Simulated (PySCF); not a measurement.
C4H7ClSi, SMILES CC([SiH3])=C=CCl. Coordinates come from a B3LYP-D3(BJ)/def2-SVP optimisation. This is a generated structure with no PubChem entry under its InChIKey; it may be hypothetical.

These are PySCF with B3LYP-D3(BJ)/def2-SVP values and carry that method's errors.

Harmonic wavenumbers (cm⁻¹): 80, 95, 117, 145, 198, 250, 321, 462, 521, 630, 661, 674, 763, 765, 927, 942, 950, 958, 1031, 1130, 1190, 1362, 1384, 1454, 1462, 2046, 2211, 2214, 2253, 3022, 3091, 3131, 3192. Rotational constants (GHz): 4.106, 0.9699, 0.8462; symmetry number 1.

### Question
Work out the zero-point energy and the ideal-gas rigid-rotor harmonic-oscillator thermochemistry at 298.15 K and 1 atm.

### Answer
ZPE = ½ Σ hcν = ½ × 39633 cm⁻¹ = 237.06 kJ/mol. H − E(el) = 261.78 kJ/mol. Entropy in J/(mol K): translation 168.31, rotation 121.11, vibration 92.75, total 382.18. G − E(el) = 147.84 kJ/mol. Cp = 128.34 J/(mol K). Modes under 150 cm⁻¹ make the vibrational entropy uncertain.
